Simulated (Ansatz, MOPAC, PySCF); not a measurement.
Constitutional and geometric isomers with formula C2H7B. Gas-phase values, no solvent. One relaxed conformer stands for each flexible species; it need not be the lowest. Strings in code marks are SMILES.

Quantity: electronic energy of isomers of C2H7B relative to `CBC`, in kcal/mol. Semi-empirical values (MOPAC) are differences of heats of formation.

Level 1: frozen-core CCSD(T) with HF/cc-pVQZ and the correlation energy extrapolated as X^-3 from cc-pVTZ and cc-pVQZ // B3LYP-D3(BJ)/def2-TZVP (Ansatz, a quantum-chemistry and plane-wave program)
Level 2: B3LYP/cc-pVTZ // B3LYP-D3(BJ)/def2-TZVP (Ansatz)
Level 3: PBE-D3(BJ)/def2-TZVP // B3LYP-D3(BJ)/def2-TZVP (PySCF)
Level 4: AM1 // B3LYP-D3(BJ)/def2-TZVP (MOPAC)

```csv
species,level 1,level 2,level 3,level 4
`BCC`,14.6,15.2,15.5,10.2
```
